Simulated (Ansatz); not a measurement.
`C[SiH2][O][ZnH]` + `COB(N)F` → `C[SiH2]OB(N)F` + `C[O][ZnH]`  (redistribution)

Gas-phase electronic energies from Ansatz, PBE0-D4/def2-TZVP geometries. CCSD(T)/CBS adds triple-zeta CCSD(T) − MP2 to the extrapolated MP2 energy (def2 sets, frozen cores). This one scheme is used for every species. DFT in def2-TZVPP. For Zn outer-core shells are correlated without core-valence functions, which leaves a few kJ/mol of doubt a bond. Scalar relativity is left out up to krypton. One conformer a species, not always the lowest.

`C[SiH2][O][ZnH]`:

Cartesian coordinates in Å:
```
C -0.206 -0.840 1.554
Si -0.419 -0.420 -0.248
O 0.525 0.838 -0.653
Zn 1.028 1.969 -1.908
H -0.841 -1.687 1.826
H 0.831 -1.108 1.772
H -0.479 0.008 2.187
H -1.857 -0.105 -0.513
H -0.078 -1.619 -1.074
H 1.496 2.964 -2.943
```

`COB(N)F`:

```xyz
10

C    -1.265   -0.629    0.930
O    -0.528    0.387    0.283
B     0.601    0.082   -0.409
N     1.340    1.085   -1.050
F     1.022   -1.194   -0.486
H    -2.140   -0.162    1.383
H    -0.676   -1.113    1.714
H    -1.598   -1.395    0.224
H     1.068    2.050   -1.022
H     2.176    0.889   -1.568
```

`C[SiH2]OB(N)F`:

Cartesian coordinates in Å:
```
C -1.625 -1.358 1.173
Si 0.072 -1.121 0.458
O 0.121 0.389 -0.214
B 1.099 1.077 -0.860
N 0.888 2.371 -1.347
F 2.305 0.507 -1.040
H -2.389 -1.275 0.397
H -1.832 -0.608 1.940
H -1.711 -2.347 1.631
H 1.110 -1.228 1.518
H 0.349 -2.141 -0.589
H 1.601 2.890 -1.825
H 0.010 2.845 -1.242
```

`C[O][ZnH]`:

```xyz
7

C    -0.902   -0.519    0.136
O     0.396   -0.229    0.560
Zn    1.612    0.850   -0.139
H    -1.349   -1.246    0.824
H    -0.933   -0.960   -0.870
H    -1.554    0.366    0.130
H     2.730    1.738   -0.641
```

| level | ΔE (eV) |
| --- | --- |
| PBE-D4 | 0.26 |
| ωB97X-V | 0.31 |
| ωB97M-V | 0.31 |
| B2PLYP | 0.31 |
| r2SCAN | 0.29 |
| CCSD/def2-TZVPP | 0.34 |
| HF/CBS(def2) | 0.35 |
| CCSD/CBS(def2) | 0.33 |

What does CCSD(T)/CBS give? (Estimate.)

The calculation gave: +0.33 eV. The listed levels differ from it by -0.07, -0.02, -0.02, -0.02, -0.04, 0.01, 0.02, 0.00 eV.

Largest T1 diagnostic among the species: 0.017.

From PBE to PBE0 (25 % exact exchange), in def2-TZVPP and without D4, ΔE moves by +0.04 eV.
